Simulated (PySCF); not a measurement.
## Two-component Hartree-Fock for Kr+ (krypton, charge +1)

Start: [Ar] 3d10 4s2 4p5; 4p1/2 filled at m_j = -1/2, +1/2; 4p3/2 filled at m_j = -1/2, +1/2, +3/2. Calculated with PySCF 2.14 in x2c-SVPall-2c with one added diffuse shell each of s, p, d type (6s7p4d, 47 functions): generalised Hartree-Fock with the X2C-1e Hamiltonian and a Gaussian nucleus; one run each with spin-orbit coupling (SO) switched off, then screened by Boettger's factors.

```
spinor shell  electrons  ε, spin-free (eV)  ε, screened SO (eV)  weight of nominal j (screened SO)  rms radius, screened SO (bohr)
       1s1/2          2           -14411.9             -14411.6                              1.000                          0.0478
       2s1/2          2            -1971.7              -1971.6                              1.000                           0.199
       2p1/2          2            -1739.9              -1777.0                              1.000                           0.175
       2p3/2          4            -1739.9              -1722.0                              1.000                           0.178
       3s1/2          2            -317.31              -317.24                              1.000                           0.565
       3p1/2          2            -240.91              -246.74                              1.000                           0.575
       3p3/2          4            -240.91              -238.01                              1.000                           0.585
       3d3/2          4            -114.11              -114.90                              0.995                           0.610
       4s1/2          2            -42.786              -42.755                              1.000                            1.67
       4p1/2          2            -25.021              -25.678                              0.799                            1.96
       4p3/2          3            -25.021              -24.633                              0.866                            2.00
```

Problem. Where does 3d5/2 lie, and what is the 3d spin-orbit splitting (screened SO)?

Solution. At -113.48 eV, 1.421 eV above 3d3/2.

| quantity | spin-free | screened SO |
| --- | --- | --- |
| E (hartree) | -2787.16194 | -2787.31403 |
| M_J | 3/2 | 3/2 |
| ⟨J²⟩ | 3.757 | 3.756 |
| ⟨L²⟩ | 2.005 | 2.008 |
| ⟨S²⟩ | 0.752 | 0.755 |

Each row is a mean over spinors that exchange with the open shell spreads, by up to 3.266 eV (4s1/2).

Rows whose weight is well below 1 are mixtures of j = l ± 1/2: exchange outweighs spin-orbit coupling there, and the label is only the starting occupation.

Without spin-orbit coupling the j labels of p, d and f shells carry no meaning; the spin-free column gives the mean over the occupied spinors of each nl shell.
